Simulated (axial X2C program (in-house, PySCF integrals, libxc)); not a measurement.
## Spin–orbit effects along a row: molecules with H (ions), CCSD(T)

All values come from calculations with an axial X2C code built on PySCF integrals, spin-free (one-electron X2C) or two-component (2c: spin–orbit coupling with atomic mean-field Coulomb and Gaunt terms, which also bring small scalar terms), in Dyall basis sets with cores contracted in-house; open shells are unrestricted.

Basis sets: As dyall-cv3z, Br dyall-cv3z, Ca dyall-cv3z, Cr dyall-cv3z, Ga dyall-cv3z, Ge dyall-cv3z, H dyall-v3z, K dyall-cv3z, Se dyall-cv3z, Zn dyall-cv3z. Frozen shells (counts by l): KH⁺ K 2s1p, H none, 9 electrons correlated; CaH⁺ Ca 2s1p, H none, 10 electrons correlated; CrH⁺ Cr 3s2p, H none, 6 electrons correlated; ZnH⁺ Zn 3s2p, H none, 12 electrons correlated; GaH⁺ Ga 3s2p, H none, 13 electrons correlated; GeH⁺ Ge 3s2p, H none, 14 electrons correlated; AsH⁺ As 3s2p1d, H none, 5 electrons correlated; SeH⁺ Se 3s2p1d, H none, 6 electrons correlated; HBr⁺ Br 3s2p1d, H none, 7 electrons correlated. Coupled cluster in natural virtuals with an MP2 remainder. Where the outer core of a metal is frozen, bonds come out longer and ionisation energies lower. Frozen cores can differ along the series, which adds to the trend.

```
molecule   spin-free state  Re (Å)  ωe (cm⁻¹)  De (eV)  2c state  Re 2c (Å)  ωe 2c (cm⁻¹)  De 2c (eV)
     KH⁺  M_S = 1/2, Λ = 0   3.057      223.0     0.04   Ω = 1/2      3.058         223.0        0.04
    CaH⁺    M_S = 0, Λ = 0   1.904     1496.8     2.15     Ω = 0      1.904        1496.8        2.15
    CrH⁺    M_S = 2, Λ = 0   1.602     1896.5     1.42     Ω = 2      1.602        1895.9        1.42
    ZnH⁺    M_S = 0, Λ = 0   1.506     1948.3     2.51     Ω = 0      1.507        1947.4        2.50
    GaH⁺  M_S = 1/2, Λ = 0   1.661     1245.8      n/a   Ω = 1/2      1.662        1243.4         n/a
    GeH⁺    M_S = 0, Λ = 0   1.570     2008.0     3.09     Ω = 0      1.570        2006.3        2.97
    AsH⁺  M_S = 1/2, Λ = 1   1.530     2185.0     3.05   Ω = 1/2      1.531        2182.3         n/a
    SeH⁺    M_S = 1, Λ = 0   1.488     2317.4     3.10     Ω = 1      1.489        2314.9        3.08
    HBr⁺  M_S = 1/2, Λ = 1   1.449     2450.9     3.93   Ω = 3/2      1.450        2447.4        3.89
```

(1) Work out the shifts from the spin-free to the two-component result.

Fragments in 2c: K+ + H, Ca+ + H, Cr+ + H, Zn+ + H, Ga+ + H, Ge+ + H, As+ + H, Se+ + H, Br+ + H. Each entry is the lowest single determinant of a limited PBE0 search at one distance. De goes to single-determinant-based atoms at the same level (for ions the charge split of lowest energy) and is withheld (n/a) where an atom does not fit its ground term or J level. Main or longest-lived isotopes. One determinant is a doubtful description, or other states lie close, for CrH⁺, SeH⁺; these need not be ground states, and all values refer to the states named. Some open-shell Ω = 0 determinants are out of reach, so the Ω given for CrH⁺, SeH⁺ need not be the lowest component. With several unpaired electrons the Ω given is that of one determinant, not necessarily of the lowest component.

Results:

(1) 

```tsv
molecule	2c state	ΔRe (Å)	Δωe (cm⁻¹)	ΔDe (eV)
KH⁺	Ω = 1/2	0.001	0.0	0.00
CaH⁺	Ω = 0	0.000	0.0	0.00
CrH⁺	Ω = 2	0.000	-0.6	0.00
ZnH⁺	Ω = 0	0.001	-0.9	-0.01
GaH⁺	Ω = 1/2	0.001	-2.4	n/a
GeH⁺	Ω = 0	0.000	noise	-0.12
AsH⁺	Ω = 1/2	0.001	-2.7	n/a
SeH⁺	Ω = 1	0.001	-2.5	-0.02
HBr⁺	Ω = 3/2	0.001	-3.5	-0.04
```

Shifts of one unit in the last digit are rounding. Where the truncated virtual spaces of the two runs make Δωe unreliable it is marked noise.
